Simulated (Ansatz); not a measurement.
Cost and result for the atomization energy of CH$_{7}$SbSi$_{2}$ (`[SiH3][SiH]1[CH2][SbH]1`) (11 atoms, 11 bonds).

```xyz
11

Si   -1.830    0.472    0.190
Si    0.018   -0.919    0.015
C     1.666   -0.246    0.525
Sb    1.773   -0.358   -1.710
H    -1.363    1.863   -0.050
H    -2.460    0.397    1.537
H    -2.848    0.107   -0.829
H    -0.176   -2.364    0.293
H     1.751    0.767    0.903
H     2.377   -0.927    0.984
H     1.092    1.206   -1.858
```

Charge 0, multiplicity 1. Correlated methods include outer-core shells of Sb, which these sets cover unevenly. Sb takes the def2 core potential. All single points use the PBE0-D4/def2-TZVP geometry. Program: Ansatz. All runs use 4 threads of a server CPU on a shared host. Times are those of one run each, without the atoms' runs, and a repeat can differ threefold. Electronic energies, without spin–orbit coupling; frozen cores. CCSD(T)/CBS adds CCSD(T) − MP2 in def2-TZVPP to the MP2 limit, and its time is that of the two runs behind it. T1 = 0.014. With those shells the extrapolation isn't a true limit. B3LYP takes the VWN-RPA correlation (the form of Gaussian; ORCA's B3LYP/G).

CCSD(T)/CBS is a level of theory with its own doubt, some kJ/mol a heavy atom from the limit and from the frozen cores, so smaller differences don't rank the functionals.

| level | functions | wall time | atomization (kJ/mol) | difference from CCSD(T)/CBS | per bond |
| --- | --- | --- | --- | --- | --- |
| PBE-D4/def2-TZVPP (with forces) | 263 | 2.6 s | 3321.3 | 4.7 | 0.4 |
| BHLYP-D4/def2-TZVPP | 263 | 2.9 s | 3246.9 | -69.7 | -6.3 |
| CAM-B3LYP-D4/def2-TZVPP | 263 | 3.4 s | 3302.3 | -14.3 | -1.3 |
| r2SCANh-D4/def2-TZVPP | 263 | 3.9 s | 3293.0 | -23.6 | -2.1 |
| CCSD(T)/def2-SVP | 111 | 4.6 s | 3044.8 | -271.8 | -24.7 |
| B3LYP-D4/def2-TZVPP (with forces) | 263 | 4.7 s | 3309.0 | -7.6 | -0.7 |
| B2PLYP/def2-TZVPP | 263 | 5.5 s | 3249.4 | -67.2 | -6.1 |
| PBE-QIDH/def2-TZVPP | 263 | 6 s | 3261.9 | -54.7 | -5.0 |
| ωB97X-V/def2-TZVPP | 263 | 6.5 s | 3337.9 | 21.3 | 1.9 |
| ωB97M-V/def2-TZVPP (with forces) | 263 | 9.5 s | 3295.6 | -21.0 | -1.9 |
| MP2/def2-QZVPP | 489 | 21 s | 3255.6 | -61.0 | -5.5 |
| CCSD(T)/def2-TZVPP | 263 | 110 s | 3215.1 | -101.5 | -9.2 |
| CCSD(T)/CBS(def2) | – | 2.2 min | 3316.6 | 0.0 | 0.0 |

From BLYP to BHLYP (50 % exact exchange), in def2-TZVPP and without D4, the atomization energy moves by −19.3 kJ/mol: exact exchange takes away binding that semilocal exchange gives to molecules. The D4 term adds +50.1 kJ/mol with B3LYP and +26.4 kJ/mol with PBE0; it sums over pairs of atoms, weighted by their polarisabilities, and B3LYP, whose exchange is more repulsive, gets the larger term. Leaving LDA and LC-ωPBE aside and taking each functional with its dispersion term where it has one, the values, not all of them listed here, spread over 94.9 kJ/mol, from BHLYP-D4 to B97M-V. LDA lies +440.1 kJ/mol from PBE without D4, its usual overbinding.
